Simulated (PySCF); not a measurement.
TlCl, SMILES [Cl][Tl].

The structure is a stationary point at B3LYP-D3(BJ)/def2-TZVP. The def2 effective core potentials stand for the cores of Tl; spin–orbit coupling is left out.

The numbers are results of TDA-PBE/def2-TZVPD in PySCF, not measurements.

Vertical excitations; the highest root listed may be one member of a degenerate set. Isolated molecule, no solvent. State labels are in the subgroup C2v.

Computed lowest excited states:
| state | symmetry | energy (eV) | λ (nm) | f | main pairs |
|---|---|---|---|---|---|
| S1 | A2 | 4.08 | 304 | 0.000 | HOMO−1→LUMO 50 %, HOMO−2→LUMO+1 50 % |
| S2 | A1 | 4.14 | 300 | 0.000 | HOMO−1→LUMO+1, HOMO−2→LUMO (degenerate set) |
| S3 | A2 | 4.14 | 300 | 0.000 | HOMO−2→LUMO+1, HOMO−1→LUMO (degenerate set) |
| S4 | B1 | 4.22 | 294 | 0.032 | HOMO→LUMO (degenerate set) |
| S5 | B2 | 4.22 | 294 | 0.032 | HOMO→LUMO+1 (degenerate set) |
| S6 | A1 | 4.68 | 265 | 0.019 | HOMO−2→LUMO 42 %, HOMO−1→LUMO+1 42 %, HOMO→LUMO+2 15 % |
| S7 | B2 | 5.76 | 215 | 0.007 | HOMO−1→LUMO+2 (degenerate set) |
| S8 | B1 | 5.76 | 215 | 0.007 | HOMO−2→LUMO+2 (degenerate set) |
| S9 | A1 | 6.39 | 194 | 0.277 | HOMO→LUMO+3 68 %, HOMO→LUMO+2 24 % |
| S10 | B2 | 6.51 | 190 | 0.065 | HOMO−1→LUMO+3 100 % |
| T1 | B1 | 3.76 | 330 | 0 | HOMO→LUMO (degenerate set) |
| T2 | B2 | 3.76 | 330 | 0 | HOMO→LUMO+1 (degenerate set) |
| T3 | A1 | 3.89 | 318 | 0 | HOMO−2→LUMO 50 %, HOMO−1→LUMO+1 50 % |
| T4 | A1 | 3.97 | 313 | 0 | HOMO−1→LUMO+1 50 %, HOMO−2→LUMO 50 % |
Triplets are in the Tamm–Dancoff approximation.
